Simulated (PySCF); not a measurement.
BGeH$_{3}$NO (calculated)

Calculation on a computer-drawn molecule: optimised geometry and harmonic frequencies of an isolated molecule of the commonest isotopes, restricted reference for singlets and unrestricted otherwise, frozen core in MP2; on germanium a core potential holds 10 electrons, which the energies leave out, and 3d is frozen in MP2 and coupled-cluster steps. Program: PySCF 2.14.0.

```yaml
- formula: BGeH3NO
  start_structure:
    atoms_angstrom:
      - ["N", 2.2013, -0.8502, -3.0365]
      - [Ge, 0.4795, -0.3144, -2.2915]
      - [B, 1.1487, 0.6359, -0.447]
      - [O, 1.4782, 1.0834, 0.6264]
      - [H, 2.4758, -1.7504, -2.685]
      - [H, 2.9642, -0.2242, -2.8505]
      - [H, 0.3766, 1.0875, -3.0478]
  given:
    charge: -1
    multiplicity: 1
    method: MP2
    basis: aug-cc-pVDZ
    basis_and_core_potential_on_germanium: "aug-cc-pVDZ-PP ECP10MDF"
    drawn_bonds_atom: [1, 2, 3, 1, 1, 2]
    drawn_bonds_other_atom: [2, 3, 4, 5, 6, 7]
    drawn_bonds_order: [1, 1, 2, 1, 1, 1]
  results:
    optimised_atom_element: ["N", Ge, B, O, H, H, H]
    "optimised_atom_x [angstrom]": [2.21, 0.4504, 1.145, 1.504, 2.477, 2.962, 0.3751]
    "optimised_atom_y [angstrom]": [-0.8531, -0.3206, 0.6343, 1.073, -1.752, -0.2081, 1.094]
    "optimised_atom_z [angstrom]": [-3.07, -2.291, -0.4833, 0.6248, -2.657, -2.812, -3.042]
    "modes_frequency [cm^-1]": [106.1, 187.4, 261.1, 325.3, 380.3, 493.8, 614.1, 663.7, 709.2, 892.1, 1535, 1750, 1848, 3460, 3566]
    "modes_reduced_mass [dalton]": [5.692, 1.21, 3.65, 7.587, 8.719, 8.381, 1.128, 1.176, 1.123, 1.11, 1.089, 11.9, 1.024, 1.05, 1.091]
    "rotational_constants [GHz]": [9.22, 2.503, 2.027]
    "total_energy [hartree]": -449.7886
    "convergence_status_largest_gradient_component [hartree/bohr]": 1.644e-05
```
